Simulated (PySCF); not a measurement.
Rb2O: one-bond stretch

Computed with PBE0/[O def2-TZVP, Rb def2-TZVP with ECP28], scalar-relativistic core potentials, density fitting, no spin–orbit coupling, PySCF.

Rigid scan from the singlet minimum (O–Rb 2.386 Å (×2); Rb–O–Rb 180.0°). Coordinate: the bond from O to the last atom (Rb) scaled, the rest fixed. Energies in kJ/mol from the minimum.

```
scale of one bond  E (kJ/mol)  dipole size (D)
             0.92        16.8             0.80
             0.96         3.7             0.39
             1.00         0.0             0.00
             1.05         4.4             0.45
             1.12        20.5             0.99
             1.20        45.5             1.48
             1.35        95.6             2.00
             1.55       153.1                –
             1.80       205.2                –
             2.20       255.7                –
```

At long bonds a restricted determinant can lie too high, and another spin state can fall below this curve.
